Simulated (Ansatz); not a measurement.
Ansatz (an electronic-structure program) input (B3LYP-D3(BJ)/def2-TZVP):

Ansatz 0.2 input:
```yaml
crystal:
  periodic: [false, false, false]
  atoms:
    - {symbol: C, position_ang: [-1.83746185, 0.04767937, -0.12703891]}
    - {symbol: C, position_ang: [-0.41171698, 0.28088190, -0.42922188]}
    - {symbol: C, position_ang: [0.66952815, -0.41003858, 0.30101174]}
    - {symbol: C, position_ang: [2.03137443, 0.20537488, 0.13490196]}
    - {symbol: O, position_ang: [2.29901862, 1.15976616, -0.54039133]}
    - {symbol: H, position_ang: [-2.38955755, -0.23015597, -1.02919411]}
    - {symbol: H, position_ang: [-2.31504034, 0.95711899, 0.25270138]}
    - {symbol: H, position_ang: [-1.96185974, -0.73907959, 0.61384361]}
    - {symbol: H, position_ang: [-0.13850920, 0.99491190, -1.18532269]}
    - {symbol: H, position_ang: [0.45192618, -0.47033963, 1.37530195]}
    - {symbol: H, position_ang: [0.77252837, -1.45762158, -0.02813960]}
    - {symbol: H, position_ang: [2.81817830, -0.33203773, 0.70294921]}
basis:
  gaussian:
    orbitals: def2-TZVP
hamiltonian:
  xc: b3lyp
  dispersion: d3bj
magnetization: {spin_polarized: true, initial_magnetization: 1}
relax: {f_tol: 0.002, max_steps: 150}
```

End of the output:

```
integrals: 0.10 GiB planned
1179 factors; their error is unknown
mean field: 1.22 GiB planned
mean field -6310.03519388 eV, -231.8895162796 hartree, gradient 1.2e-5 eV, S^2 0.754175; 0 other end points of the search recorded, 0 dependent functions left out
the calculation of the forces begins
reference -6310.03547782 eV, -231.8895267141 hartree; 20, 19 occupied and 177, 178 virtual orbitals, 1179 factors
relax step  34: F+E_penalty+E_count = -6310.40064216 eV  Δ(F+E_penalty+E_count) = -2.395e-6 eV  max|allowed force component| = 5.550e-3 eV/Å  Δτ_max = 0.0031 Å  (37 SCF iters, accepted)
these checks for a lower state are left out or cut short: starts, cluster_reference, orbital_swaps, neighbouring_geometries, increment
integrals: 0.10 GiB planned
1179 factors; their error is unknown
mean field: 1.22 GiB planned
mean field evaluation 256: about -6310.0547 eV, gradient 4.7e-4 eV
mean field -6310.03519882 eV, -231.8895164611 hartree, gradient 1.2e-5 eV, S^2 0.754174; 0 other end points of the search recorded, 0 dependent functions left out
the calculation of the forces begins
reference -6310.03548278 eV, -231.8895268964 hartree; 20, 19 occupied and 177, 178 virtual orbitals, 1179 factors
relax step  35: F+E_penalty+E_count = -6310.40063728 eV  Δ(F+E_penalty+E_count) = +4.873e-6 eV  max|allowed force component| = 1.110e-2 eV/Å  Δτ_max = 0.0029 Å  (37 SCF iters, rejected (line search))
these checks for a lower state are left out or cut short: starts, cluster_reference, orbital_swaps, neighbouring_geometries, increment
integrals: 0.10 GiB planned
1179 factors; their error is unknown
mean field: 1.22 GiB planned
mean field -6310.03519609 eV, -231.8895163610 hartree, gradient 1.2e-5 eV, S^2 0.754175; 0 other end points of the search recorded, 0 dependent functions left out
the calculation of the forces begins
reference -6310.03548004 eV, -231.8895267956 hartree; 20, 19 occupied and 177, 178 virtual orbitals, 1179 factors
relax step  36: F+E_penalty+E_count = -6310.40064314 eV  Δ(F+E_penalty+E_count) = -9.803e-7 eV  max|allowed force component| = 1.883e-3 eV/Å  Δτ_max = 0.0010 Å  (37 SCF iters, accepted)
integrals: 0.10 GiB planned
1179 factors; their error is unknown
mean field: 1.22 GiB planned
mean field evaluation 288: about -6310.0352 eV, gradient 1.2e-3 eV
mean field -6310.03519609 eV, -231.8895163610 hartree, gradient 1.2e-5 eV, S^2 0.754175; 1 other end points of the search recorded, 0 dependent functions left out
the calculation of the forces begins
reference -6310.03548004 eV, -231.8895267956 hartree; 20, 19 occupied and 177, 178 virtual orbitals, 1179 factors
Total energy: -6310.40092708 eV, -231.9029567268 hartree
Atom 0 at    -1.839005    -0.023964    -0.205223 Å, force     0.001331     0.000188     0.000143 eV/Å
Atom 1 at    -0.411335     0.291315    -0.456898 Å, force    -0.000074    -0.001314     0.001447 eV/Å
Atom 2 at     0.646440    -0.244136     0.429343 Å, force    -0.000531    -0.000437     0.000137 eV/Å
Atom 3 at     2.059323     0.144919     0.075960 Å, force    -0.000171     0.001736    -0.001883 eV/Å
Atom 4 at     2.375407     0.841636    -0.852014 Å, force    -0.000255    -0.001378     0.001533 eV/Å
Atom 5 at    -2.493559     0.442412    -0.940856 Å, force    -0.000313     0.000056     0.000231 eV/Å
Atom 6 at    -2.162161     0.312445     0.789851 Å, force    -0.000163    -0.000364    -0.000710 eV/Å
Atom 7 at    -2.028540    -1.106240    -0.228675 Å, force     0.000052     0.000371     0.000078 eV/Å
Atom 8 at    -0.113236     0.914264    -1.287307 Å, force    -0.000189     0.000908    -0.001149 eV/Å
Atom 9 at     0.494600     0.051503     1.482382 Å, force     0.000082     0.000105     0.000066 eV/Å
Atom 10 at     0.628629    -1.347227     0.477523 Å, force    -0.000268     0.000356    -0.000112 eV/Å
Atom 11 at     2.831845    -0.270467     0.757315 Å, force     0.000499    -0.000225     0.000218 eV/Å
Dipole moment:    -0.293822    -0.316323     0.401205 e Å
```

It need not be the lowest isomer of its formula.
